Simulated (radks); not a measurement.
Removal energies from the copper ion Cu+, [Ar] 3d10, by Delta-SCF beside the eigenvalue of the level emptied. All-electron calculation, scalar-relativistic Kohn-Sham, r2SCAN, spin-polarised, spherical densities, finite nucleus; meta-GGA in the generalised Kohn-Sham scheme; Fermi nuclear charge, rms radius of each element as measured or else 0.836 A^(1/3) + 0.57 fm. Program: a radial shooting solver on a logarithmic mesh with Libxc functionals. Open shells are filled with parallel spins first.

\begin{tabular}{lrrr}
removed from & final configuration & Delta-SCF (eV) & -eigenvalue (eV) \\ \hline
3d & [Ar] 3d9 & 21.032 & 13.631 \\
3p & [Ne] 3s2 3p5 3d10 & 91.163 & 82.979 \\
3s & [Ne] 3s1 3p6 3d10 & 135.26 & 127.05 \\
2p & [He] 2s2 2p5 3s2 3p6 3d10 & 958.97 & 932.34 \\
\end{tabular}
